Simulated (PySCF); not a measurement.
(Z)-1-chloro-1,2-difluoroprop-1-ene (C3H3ClF2), SMILES C/C(F)=C(\F)Cl. Heavy atoms are numbered as in [CH3:1]/[C:2]([F:3])=[C:4](\[F:5])[Cl:6]. Hydrogens are named by the atom that carries them.

Coordinates come from a B3LYP-D3(BJ)/def2-SVP optimisation.

Level of theory: PBE/def2-TZVP run with PySCF.

Atomic charges (e), one atom of each kind:

```tsv
atom	IAO	Löwdin
C1 (CH3)	-0.45	-0.27
C2	0.23	-0.38
F3	-0.25	0.22
C4	0.17	-0.64
F5	-0.23	0.22
Cl6	0.03	0.43
H on C1	0.17	0.14
```

**Question.** Give the Mayer and Wiberg (Löwdin basis) orders of the bonds. (An estimate is asked for; the answer gives what the named calculation found.)

**Answer.** 
```csv
bond,Mayer,Wiberg
C1–C2,1.04,1.30
C2–F3,1.10,1.73
C2–C4,1.68,1.88
C4–F5,1.10,1.78
C4–Cl6,1.22,1.78
```
